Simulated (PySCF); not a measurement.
Ba: interval between two levels

Ba [Xe] 6s2 → Ba [Xe] 5d2 [3F4, M_J = 4], as a difference of total energies. All numbers are calculated (PySCF 2.14, the two-component X2C-1e Hamiltonian, in x2c-TZVPall-2c). Correlated levels: [Kr] 4d10 frozen; the 24 highest virtual spinors dropped. "Screened" scales the spin-orbit matrix elements by Boettger's factors to mimic the two-electron term; Breit and QED terms are absent.

```csv
method,interval between two levels (cm⁻¹)
GHF (spin-free),19387
GMP2 (spin-free),25899
GHF (screened spin-orbit),19588
GMP2 (screened spin-orbit),26224
```

The labels give the starting determinants; with spin-orbit coupling the two ends relaxed to ⟨J²⟩ = 0.00, ⟨L²⟩ = 0.04, ⟨S²⟩ = 0.04 and ⟨J²⟩ = 20.01, ⟨L²⟩ = 12.04, ⟨S²⟩ = 2.04.
